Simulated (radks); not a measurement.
The numbers below are computed, except where a source is named.
Trend from Mg3+ to Ar3+: ionisation energy by Delta-SCF between NIST ground configurations, and size. Level of theory: scalar-relativistic Kohn-Sham, r2SCAN, spin-polarised, spherical densities, finite nucleus; open shells are filled with parallel spins first; meta-GGA in the generalised Kohn-Sham scheme; Fermi nuclear charge, rms radius of each element as measured or else 0.836 A^(1/3) + 0.57 fm (a radial shooting solver on a logarithmic mesh with Libxc functionals).

| species | configuration | configuration of the ion | IE (eV) | NIST (eV) | kind | -e(HOMO) (eV) | outermost | <r> outermost (bohr) |
|---|---|---|---|---|---|---|---|---|
| Mg3+ | [He] 2s2 2p5 | [He] 2s2 2p4 | 109.94 | 109.27 | semi-emp. | 95.426 (2p) | 2s | 0.673 |
| Al3+ | [Ne] | [He] 2s2 2p5 | 121.62 | 119.99 | exp. | 105.74 (2p) | 2s | 0.621 |
| Si3+ | [Ne] 3s1 | [Ne] | 45.106 | 45.142 | exp. | 40.657 (3s) | 3s | 1.85 |
| P3+ | [Ne] 3s2 | [Ne] 3s1 | 50.750 | 51.444 | exp. | 45.820 (3s) | 3s | 1.68 |
| S3+ | [Ne] 3s2 3p1 | [Ne] 3s2 | 47.047 | 47.22 | semi-emp. | 41.044 (3p) | 3p | 1.66 |
| Cl3+ | [Ne] 3s2 3p2 | [Ne] 3s2 3p1 | 53.543 | 53.2 | semi-emp. | 46.773 (3p) | 3p | 1.51 |
| Ar3+ | [Ne] 3s2 3p3 | [Ne] 3s2 3p2 | 59.849 | 59.6 | semi-emp. | 52.402 (3p) | 3p | 1.39 |

Reference values: NIST Atomic Spectra Database (exp. = measured, semi-emp. = semi-empirical, theory = theoretical value adopted there). Open shells are spherical and high-spin; term and fine-structure splittings are not resolved.
